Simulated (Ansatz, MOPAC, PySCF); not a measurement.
Two conformers of C3H6O2 (SMILES CCOC=O), B3LYP-D3(BJ)/def2-TZVP minima.
Conformer 1 (charge 0, multiplicity 1):
```xyz
11

C     -1.522     0.519     0.148
C     -0.322    -0.363    -0.102
O      0.860     0.473    -0.034
C      2.030    -0.140    -0.233
O      2.186    -1.308    -0.461
H     -1.591     1.306    -0.604
H     -1.465     0.985     1.132
H     -2.433    -0.080     0.103
H     -0.229    -1.154     0.644
H     -0.355    -0.835    -1.085
H      2.841     0.597    -0.156
```
Conformer 2 (charge 0, multiplicity 1):
```xyz
11

C     -1.298     0.374     0.271
C     -0.356    -0.479    -0.553
O      0.904     0.203    -0.783
C      1.830     0.098     0.176
O      1.723    -0.510     1.205
H     -1.463     1.340    -0.206
H     -2.262    -0.131     0.365
H     -0.899     0.535     1.272
H     -0.154    -1.432    -0.067
H     -0.748    -0.658    -1.553
H      2.724     0.659    -0.127
```

No zero-point or thermal terms.

Cores are frozen in the correlated methods. The state that PM7 reach isn't checked; PM7 holds dispersion and hydrogen-bond terms.

Programs: Ansatz (Gaussian orbitals); MOPAC for PM7 (differences of heats of formation); PySCF for the dispersion terms. Values without a source in brackets are computed.

Q: Predict the electronic energy of conformer 2 less that of conformer 1 from PBE0-D4/def2-TZVPP.

A: 5 meV

Q: What electronic energy of conformer 2 less that of conformer 1 does SCS-MP2/cc-pVTZ give?

A: 8 meV

Q: Give the electronic energy of conformer 2 less that of conformer 1 at the level PM7.

A: -16 meV

Ansatz is a quantum-chemistry and plane-wave program.
